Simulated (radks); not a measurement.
The numbers below are computed, except where a source is named.
Problem. The mean radii <r> (bohr) of the occupied orbitals of an atom or ion are listed with their occupations. Code: a radial shooting solver on a logarithmic mesh with Libxc functionals. Model: Dirac Kohn-Sham, PBE, spin-unpolarised, spherical densities, point nucleus.

orbital  occ.     <r>
1s1/2       2  0.4198
2s1/2       1   2.311
3d3/2     0.4   9.784
3d5/2     0.6   9.784

Name the element and its charge. Open shells, if any, are shared by 2j + 1.

Solution. Z = 4, beryllium, charge 0: Be in [He] 2s1 3d1. The 1s radius gives Z: for a bare nucleus <r> = (2 gamma + 1)/(2Z) with gamma = sqrt(1 - (Z/c)^2), 0.3749 bohr for Z = 4, and screening makes it slightly larger (0.4198 here). The occupations add up to 4, and the charge is Z minus that.
